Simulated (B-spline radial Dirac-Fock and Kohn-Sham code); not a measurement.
## Se⁶⁺: eigenvalues, ΔSCF and the reference

System: the Se⁶⁺ ion, [Ar] 3d9 4s1 (not the ground configuration).

The density-functional columns are spherical, spin-unpolarised Dirac-Kohn-Sham results without Breit or QED terms: −ε is minus the orbital energy of the initial state and ΔSCF the difference of two total energies. The reference in the last column comes from ΔSCF Dirac-Fock with Breit, self-energy and vacuum polarisation, finite nucleus, configuration average. All numbers are from a radial atomic solver, in eV; a selection of levels is shown. For the 1s level of heavy atoms much of the gap between ΔSCF and the reference is the Breit and QED part, -27.3 eV here; for other levels the error of the functional can be larger.

```csv
level,LDA −ε,LDA ΔSCF,Dirac-Fock
1s,12585.3,12802.3,12777.5
2s,1709.5,1748.9,1779.5
2p1/2,1546.0,1593.4,1596.3
2p3/2,1504.3,1550.5,1555.3
3p1/2,256.9,273.5,281.9
3p3/2,250.8,267.2,275.8
3d,152.8,169.0,166.8
4s,94.40,101.7,99.49
```

Values without a named source are computed, but for edge energies of neutral atoms, which are taken from tables.
